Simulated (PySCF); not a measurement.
Dipole response of Co (cobalt, neutral)

[Ar] 3d7 4s2, high-spin 4F determinant. Calculation: PySCF 2.14, in aug-cc-pVTZ-DK (8s7p5d3f2g, 93 functions); the spin-free X2C one-electron Hamiltonian (Gaussian nucleus). Coupled (time-dependent) response in atomic units; α is the mean over directions.

```
 method  mean α (bohr³)  C₆ (like pair)  S(−4)
r2SCANh           54.43           481.8   1423
```

S(−4) is the Cauchy moment in α(ω) = α(0) + S(−4) ω² + …

Reference α: 55 ± 4 bohr³ (recommended; Schwerdtfeger and Nagle, table of static dipole polarizabilities (2023 update)). Published C₆: 408.0 (Chu and Dalgarno (2004); Tang, Norbeck and Certain (1976)).

α(iu) at r2SCANh:

```tsv
u (hartree)	α(iu) (bohr³)
0	54.43
0.0500	51.15
0.100	43.61
0.200	28.32
0.300	18.64
0.500	9.789
0.750	5.725
1.00	3.939
1.50	2.335
2.00	1.600
3.00	0.9179
5.00	0.4327
```

A single London oscillator, α(iu) = α/(1 + u²/ω²), gives C₆ = (3/4) ω α². Matching the computed C₆ needs ω = 4 × 481.8 / (3 × 54.43²) = 0.217 hartree.
